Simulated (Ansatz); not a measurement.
Sn₆S₁₂, relaxed as a singlet with RKS PBE-D4/def2-SVP in Ansatz, starting from the GFN1-xTB geometry. Force threshold 0.03 eV/Å.

In the def2 sets Sn takes a core potential; there is no spin–orbit coupling. Another isomer (singlet) lies 2.69 eV lower at PBE0-D4/def2-TZVP; other spin states weren't run for this one.

Start:

```xyz
18

Sn    0.555   -2.923    1.162
Sn   -2.791    2.849    0.653
Sn    2.975    1.011    2.137
Sn    3.784   -0.493   -0.744
Sn    0.288    1.664    0.612
Sn   -2.610   -1.034   -0.781
S    -2.010   -1.553   -3.271
S     0.820   -0.515    2.179
S     4.127   -1.061    1.642
S    -2.109    0.503    1.384
S     2.690    1.738   -0.328
S    -0.035   -0.316   -1.136
S    -0.833    0.398    3.032
S     1.483   -1.717   -0.957
S    -1.191    2.915   -1.318
S    -0.568   -0.137   -3.115
S    -1.678   -3.030    0.405
S    -2.897    1.701   -1.554
```

Q: Estimate the energy that the relaxation releases and the steps that it takes.

A: 47.5 kcal/mol, in 14 steps; 43 s on 2 threads of AMD EPYC 7R13 on a shared host and a share (18 GiB) of an NVIDIA H100 80GB HBM3. No frequencies were taken in this run, so the end may be a saddle point.

Q: Does the start keep its bonding and symmetry?

A: Bonds lost: Sn5–S10, Sn6–S12 (atoms count from 1). Metal–metal contacts that move far: Sn3–Sn5 3.16 to 3.78 Å.

Q: Predict the relaxed structure.

A: 
```csv
atom,x (Å),y (Å),z (Å)
Sn1,0.814,-2.878,1.138
Sn2,-3.252,3.027,0.624
Sn3,3.510,0.888,2.512
Sn4,4.162,-0.648,-0.692
Sn5,0.601,1.897,0.316
Sn6,-3.175,-1.317,-0.631
S7,-2.156,-1.547,-3.124
S8,0.887,-0.235,2.178
S9,3.963,-1.428,1.740
S10,-2.139,0.652,1.179
S11,3.241,1.711,-0.003
S12,0.230,-0.229,-1.342
S13,-1.110,0.105,2.913
S14,1.731,-1.737,-1.193
S15,-1.660,3.029,-1.423
S16,-0.759,-0.051,-3.190
S17,-1.569,-2.900,0.537
S18,-3.320,1.659,-1.539
```
Bond lengths (bridged metal pairs left out): 18 × S–Sn 2.46 to 2.87 Å; 6 × S–S 2.05 to 2.16 Å.
